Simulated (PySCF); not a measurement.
## A ladder for the ionisation energy of Tl⁺

Tl⁺ [Xe] 4f14 5d10 6s2 (1S) → Tl²⁺ [Xe] 4f14 5d10 6s1 (2S). Scalar values calculated with PySCF 2.14 in aug-cc-pwCVTZ-PP with ECP60MDF (ECP; valence: 5s2 5p6 5d10 frozen; valence and next inner shell: nothing frozen). The spin-orbit shift comes from two-component X2C-1e calculations (generalised Hartree-Fock, GHF, and MP2 on its spinors, GMP2) in x2c-TZVPPall-2c: GMP2 gives 20.401 eV without and 20.433 eV with screened spin-orbit coupling, a shift of 0.032 eV (GHF: 0.022 eV). Sums use unrounded values; where a UHF row is shifted, it takes the GHF shift.

```json
{"method": "UHF", "scalar (eV)": "18.361", "plus spin-orbit shift (eV)": "18.383", "error (eV)": "-2.045"}
{"method": "MP2 (valence)", "scalar (eV)": "18.932", "plus spin-orbit shift (eV)": "18.965", "error (eV)": "-1.464"}
{"method": "SCS-MP2 (valence)", "scalar (eV)": "19.047", "plus spin-orbit shift (eV)": "19.079", "error (eV)": "-1.349"}
{"method": "CCSD (valence)", "scalar (eV)": "19.121", "plus spin-orbit shift (eV)": "19.153", "error (eV)": "-1.275"}
{"method": "CCSD(T) (valence)", "scalar (eV)": "19.121", "plus spin-orbit shift (eV)": "19.153", "error (eV)": "-1.275"}
{"method": "CCSDT (valence)", "scalar (eV)": "19.121", "plus spin-orbit shift (eV)": "19.153", "error (eV)": "-1.275"}
{"method": "FCI (valence)", "scalar (eV)": "19.121", "plus spin-orbit shift (eV)": "19.153", "error (eV)": "-1.275"}
{"method": "LDA", "scalar (eV)": "20.966", "plus spin-orbit shift (eV)": "20.998", "error (eV)": "0.570"}
{"method": "PBE", "scalar (eV)": "20.502", "plus spin-orbit shift (eV)": "20.534", "error (eV)": "0.106"}
{"method": "PBE0", "scalar (eV)": "20.185", "plus spin-orbit shift (eV)": "20.217", "error (eV)": "-0.211"}
{"method": "r2SCAN", "scalar (eV)": "20.323", "plus spin-orbit shift (eV)": "20.355", "error (eV)": "-0.073"}
{"method": "HSE06", "scalar (eV)": "20.218", "plus spin-orbit shift (eV)": "20.250", "error (eV)": "-0.178"}
{"method": "revPBE", "scalar (eV)": "20.358", "plus spin-orbit shift (eV)": "20.390", "error (eV)": "-0.039"}
{"method": "BHandHLYP", "scalar (eV)": "19.944", "plus spin-orbit shift (eV)": "19.976", "error (eV)": "-0.452"}
{"method": "CAM-B3LYP", "scalar (eV)": "20.333", "plus spin-orbit shift (eV)": "20.365", "error (eV)": "-0.063"}
{"method": "MP2 (valence and next inner shell)", "scalar (eV)": "20.614", "plus spin-orbit shift (eV)": "20.647", "error (eV)": "0.218"}
{"method": "SCS-MP2 (valence and next inner shell)", "scalar (eV)": "20.466", "plus spin-orbit shift (eV)": "20.498", "error (eV)": "0.070"}
```

Reference: 20.428 eV (measured; NIST Atomic Spectra Database, ionization energies).

The errors of the correlated levels include the incompleteness of the basis and the frozen core, so a lower level can come closer by cancellation.
